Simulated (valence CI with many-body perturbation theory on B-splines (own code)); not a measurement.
## E1 line list for Te44+

Level of theory: configuration interaction combined with many-body perturbation theory (CI+MBPT): six valence electrons over a frozen Dirac-Fock core [He], radial functions for each j: 9 s, 9 p, 8 d, 6 f, 3 g, 1 h, with the one-electron correlation potential Σ1, the two-electron term Σ2, the three-electron term Σ3, Breit, model QED; selected CI, second order for the rest, scaled by the run's own slope (own B-spline code, finite nucleus).

No measured spectrum was set against this ion. As an estimate, large intervals hold to a few tenths of a per cent, small ones and those within an open d or f shell to about a per cent. Among the levels kept, up to 2500 cm⁻¹ of a level comes from second order outside the variational space, and about a tenth of that is noise between levels of different J, which matters for small intervals.

Lines 201 to 248 of 248 in falling wavelength, among levels below 4668.2 eV, chosen from the strongest by gf and those to the six lowest levels. Wavelengths and rates use the calculated energies. Electric multipoles are in the length gauge with retardation, E1 and E2 with the static RPA response of the core. Weak lines are less certain than strong ones. Lines between different terms over intervals too small for the method are left out, as are lines whose strength nearly cancels. Where a level lies close to another of its J and parity, the split of strength between their lines is uncertain. The highest levels of a list are the least certain.

Levels are named by their leading jj configuration (3d3/2^4 stands for four electrons in 3d with j = 3/2), which in mixed levels can hold well under half, so a name can repeat and another be missing. Letters in brackets count levels of one name in rising energy.

| λ vac (nm) | Upper | Lower | A (s⁻¹) | S (a.u.) with core polarisation | S without |
| --- | --- | --- | --- | --- | --- |
| 0.2858 | (2s^2 2p1/2^2 2p3/2 3d3/2) J=2 | (2s^2 2p1/2^2 2p3/2^2) J=2 | 1.54e+13 | 8.89e-04 | 8.89e-04 |
| 0.2857 | (2s^2 2p1/2 2p3/2^2 3d3/2) J=2 [b] | (2s^2 2p1/2 2p3/2^3) J=2 | 3.88e+09 | 2.23e-07 | 2.21e-07 |
| 0.2857 | (2s^2 2p1/2 2p3/2^2 3d3/2) J=3 [b] | (2s^2 2p1/2 2p3/2^3) J=2 | 3.15e+10 | 2.53e-06 | 2.54e-06 |
| 0.2855 | (2s^2 2p1/2 2p3/2^2 3d5/2) J=1 [a] | (2s^2 2p1/2 2p3/2^3) J=2 | 3.77e+12 | 1.30e-04 | 1.30e-04 |
| 0.2855 | (2s^2 2p1/2^2 2p3/2 3d3/2) J=3 | (2s^2 2p1/2^2 2p3/2^2) J=2 | 6.75e+10 | 5.43e-06 | 5.43e-06 |
| 0.2853 | (2s^2 2p1/2 2p3/2^2 3s) J=1 [a] | (2s^2 2p1/2^2 2p3/2^2) J=0 | 1.37e+13 | 4.73e-04 | 4.73e-04 |
| 0.2853 | (2s^2 2p1/2^2 2p3/2 3d3/2) J=1 | (2s^2 2p1/2^2 2p3/2^2) J=2 | 5.90e+13 | 2.03e-03 | 2.03e-03 |
| 0.2850 | (2s^2 2p1/2^2 2p3/2 3d5/2) J=1 | (2s^2 2p1/2^2 2p3/2^2) J=0 | 2.88e+14 | 9.88e-03 | 9.88e-03 |
| 0.2849 | (2s^2 2p1/2 2p3/2^2 3d3/2) J=1 [b] | (2s^2 2p1/2 2p3/2^3) J=2 | 6.19e+13 | 2.12e-03 | 2.12e-03 |
| 0.2847 | (2s^2 2p1/2 2p3/2^2 3d5/2) J=2 | (2s^2 2p1/2 2p3/2^3) J=2 | 3.16e+13 | 1.80e-03 | 1.80e-03 |
| 0.2846 | (2s^2 2p1/2 2p3/2^2 3d3/2) J=2 [b] | (2s^2 2p1/2 2p3/2^3) J=1 | 1.44e+13 | 8.20e-04 | 8.21e-04 |
| 0.2845 | (2s^2 2p1/2 2p3/2^2 3d5/2) J=1 [a] | (2s^2 2p1/2 2p3/2^3) J=1 | 4.20e+13 | 1.43e-03 | 1.43e-03 |
| 0.2842 | (2s^2 2p1/2 2p3/2^2 3d3/2) J=2 [c] | (2s^2 2p1/2 2p3/2^3) J=2 | 8.21e+12 | 4.66e-04 | 4.66e-04 |
| 0.2842 | (2s 2p1/2^2 2p3/2^2 3p1/2) J=2 | (2s^2 2p1/2 2p3/2^3) J=2 | 1.36e+12 | 7.73e-05 | 7.74e-05 |
| 0.2840 | (2s^2 2p1/2 2p3/2^2 3d5/2) J=1 [b] | (2s^2 2p1/2 2p3/2^3) J=2 | 1.71e+14 | 5.80e-03 | 5.80e-03 |
| 0.2839 | (2s 2p1/2^2 2p3/2^2 3p1/2) J=3 | (2s^2 2p1/2 2p3/2^3) J=2 | 4.34e+12 | 3.44e-04 | 3.44e-04 |
| 0.2839 | (2s^2 2p1/2^2 2p3/2 3d5/2) J=2 | (2s^2 2p1/2^2 2p3/2^2) J=2 | 2.13e+14 | 1.20e-02 | 1.20e-02 |
| 0.2839 | (2s^2 2p1/2 2p3/2^2 3d3/2) J=1 [b] | (2s^2 2p1/2 2p3/2^3) J=1 | 1.38e+14 | 4.67e-03 | 4.67e-03 |
| 0.2836 | (2s^2 2p1/2 2p3/2^2 3d5/2) J=2 | (2s^2 2p1/2 2p3/2^3) J=1 | 1.56e+14 | 8.79e-03 | 8.80e-03 |
| 0.2834 | (2s^2 2p1/2 2p3/2^2 3d5/2) J=0 | (2s^2 2p1/2 2p3/2^3) J=1 | 1.86e+14 | 2.09e-03 | 2.10e-03 |
| 0.2834 | (2s^2 2p1/2 2p3/2^2 3s) J=2 [a] | (2s^2 2p1/2^2 2p3/2^2) J=2 | 1.16e+13 | 6.49e-04 | 6.52e-04 |
| 0.2832 | (2s^2 2p1/2 2p3/2^2 3d3/2) J=2 [c] | (2s^2 2p1/2 2p3/2^3) J=1 | 1.23e+14 | 6.91e-03 | 6.91e-03 |
| 0.2832 | (2s^2 2p1/2^2 2p3/2 3d5/2) J=3 | (2s^2 2p1/2^2 2p3/2^2) J=2 | 4.68e+14 | 3.67e-02 | 3.67e-02 |
| 0.2831 | (2s 2p1/2^2 2p3/2^2 3p1/2) J=2 | (2s^2 2p1/2 2p3/2^3) J=1 | 8.16e+13 | 4.57e-03 | 4.58e-03 |
| 0.2830 | (2s^2 2p1/2 2p3/2^2 3s) J=1 [a] | (2s^2 2p1/2^2 2p3/2^2) J=2 | 1.78e+13 | 5.98e-04 | 5.97e-04 |
| 0.2829 | (2s^2 2p1/2 2p3/2^2 3d5/2) J=1 [b] | (2s^2 2p1/2 2p3/2^3) J=1 | 9.36e+13 | 3.14e-03 | 3.14e-03 |
| 0.2826 | (2s^2 2p1/2^2 2p3/2 3d5/2) J=1 | (2s^2 2p1/2^2 2p3/2^2) J=2 | 1.30e+13 | 4.34e-04 | 4.35e-04 |
| 0.2824 | (2s^2 2p1/2 2p3/2^2 3s) J=1 [b] | (2s^2 2p1/2^2 2p3/2^2) J=0 | 3.12e+12 | 1.04e-04 | 1.03e-04 |
| 0.2820 | (2s^2 2p1/2 2p3/2^2 3s) J=3 | (2s^2 2p1/2^2 2p3/2^2) J=2 | 1.22e+13 | 9.42e-04 | 9.47e-04 |
| 0.2818 | (2s^2 2p1/2 2p3/2^2 3s) J=2 [b] | (2s^2 2p1/2^2 2p3/2^2) J=2 | 1.77e+12 | 9.76e-05 | 9.71e-05 |
| 0.2801 | (2s^2 2p1/2 2p3/2^2 3s) J=1 [b] | (2s^2 2p1/2^2 2p3/2^2) J=2 | 6.68e+11 | 2.17e-05 | 2.17e-05 |
| 0.2711 | (2s^2 2p1/2 2p3/2^2 3d3/2) J=1 [a] | (2s^2 2p1/2^2 2p3/2^2) J=0 | 4.40e+12 | 1.30e-04 | 1.30e-04 |
| 0.2693 | (2s^2 2p1/2 2p3/2^2 3d5/2) J=1 [a] | (2s^2 2p1/2^2 2p3/2^2) J=0 | 1.36e+10 | 3.95e-07 | 3.96e-07 |
| 0.2690 | (2s^2 2p1/2 2p3/2^2 3d3/2) J=1 [a] | (2s^2 2p1/2^2 2p3/2^2) J=2 | 2.25e+13 | 6.48e-04 | 6.48e-04 |
| 0.2689 | (2s^2 2p1/2 2p3/2^2 3d3/2) J=2 [a] | (2s^2 2p1/2^2 2p3/2^2) J=2 | 3.88e+13 | 1.86e-03 | 1.86e-03 |
| 0.2688 | (2s^2 2p1/2 2p3/2^2 3d3/2) J=1 [b] | (2s^2 2p1/2^2 2p3/2^2) J=0 | 1.82e+13 | 5.23e-04 | 5.24e-04 |
| 0.2686 | (2s^2 2p1/2 2p3/2^2 3d3/2) J=3 [a] | (2s^2 2p1/2^2 2p3/2^2) J=2 | 8.66e+13 | 5.80e-03 | 5.80e-03 |
| 0.2679 | (2s^2 2p1/2 2p3/2^2 3d5/2) J=1 [b] | (2s^2 2p1/2^2 2p3/2^2) J=0 | 6.73e+13 | 1.92e-03 | 1.92e-03 |
| 0.2678 | (2s^2 2p1/2 2p3/2^2 3d5/2) J=3 | (2s^2 2p1/2^2 2p3/2^2) J=2 | 2.41e+12 | 1.60e-04 | 1.60e-04 |
| 0.2673 | (2s^2 2p1/2 2p3/2^2 3d3/2) J=2 [b] | (2s^2 2p1/2^2 2p3/2^2) J=2 | 3.20e+14 | 1.51e-02 | 1.51e-02 |
| 0.2673 | (2s^2 2p1/2 2p3/2^2 3d3/2) J=3 [b] | (2s^2 2p1/2^2 2p3/2^2) J=2 | 3.81e+14 | 2.51e-02 | 2.52e-02 |
| 0.2672 | (2s^2 2p1/2 2p3/2^2 3d5/2) J=1 [a] | (2s^2 2p1/2^2 2p3/2^2) J=2 | 1.68e+14 | 4.75e-03 | 4.75e-03 |
| 0.2667 | (2s^2 2p1/2 2p3/2^2 3d3/2) J=1 [b] | (2s^2 2p1/2^2 2p3/2^2) J=2 | 2.00e+14 | 5.61e-03 | 5.62e-03 |
| 0.2664 | (2s^2 2p1/2 2p3/2^2 3d5/2) J=2 | (2s^2 2p1/2^2 2p3/2^2) J=2 | 7.72e+13 | 3.60e-03 | 3.60e-03 |
| 0.2661 | (2s^2 2p1/2 2p3/2^2 3d3/2) J=2 [c] | (2s^2 2p1/2^2 2p3/2^2) J=2 | 4.28e+11 | 1.99e-05 | 1.98e-05 |
| 0.2660 | (2s 2p1/2^2 2p3/2^2 3p1/2) J=2 | (2s^2 2p1/2^2 2p3/2^2) J=2 | 1.82e+12 | 8.44e-05 | 8.49e-05 |
| 0.2658 | (2s^2 2p1/2 2p3/2^2 3d5/2) J=1 [b] | (2s^2 2p1/2^2 2p3/2^2) J=2 | 3.35e+13 | 9.32e-04 | 9.33e-04 |
| 0.2658 | (2s 2p1/2^2 2p3/2^2 3p1/2) J=3 | (2s^2 2p1/2^2 2p3/2^2) J=2 | 5.84e+12 | 3.79e-04 | 3.77e-04 |
